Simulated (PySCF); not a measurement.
B3LYP has the VWN-RPA correlation part, as in Gaussian. Excitations are Tamm–Dancoff values on a coarser integration grid. The basis has no diffuse functions, so Rydberg states are missing or too high.

Cartesian coordinates (Å):
```xyz
22

C     -3.8267    -0.2072    -0.0947
O     -2.8416     0.6153     0.4668
C     -1.5311     0.3652     0.2750
C     -1.1194    -0.7307    -0.4956
C      0.1803    -1.1399    -0.7984
C      1.4031    -0.5940    -0.4331
C      2.6738    -1.0880    -0.7947
C      3.6441    -0.2574    -0.2274
C      3.0186     0.7731     0.5004
C      1.6319     0.6056     0.4016
C      0.6539     1.4185     0.9820
C     -0.7246     1.3200     0.9312
H     -3.7576    -1.2446     0.2756
H     -3.7769    -0.2162    -1.1972
H     -4.7916     0.2152     0.2129
H     -1.9087    -1.3520    -0.9192
H      0.2442    -2.0364    -1.4252
H      2.8523    -1.9686    -1.4120
H      4.7226    -0.3865    -0.3316
H      3.5181     1.5706     1.0508
H      1.0386     2.2618     1.5659
H     -1.3033     2.0763     1.4669
```
Charge 0, spin multiplicity 1.

Q: Predict the brightest of the four lowest singlets (TDA), total energy, T1 excitation (TDA), LUMO and S1–T1 gap (TDA) from B3LYP-D3(BJ)/def2-TZVP // PBE0-D4/def2-SVP run with PySCF.

A: 
- brightest of the four lowest singlets (TDA) = 5.40 eV
- total energy = -500.5929 Ha
- T1 excitation (TDA) = 2.24 eV
- LUMO = -1.88 eV
- S1–T1 gap (TDA) = 0.38 eV
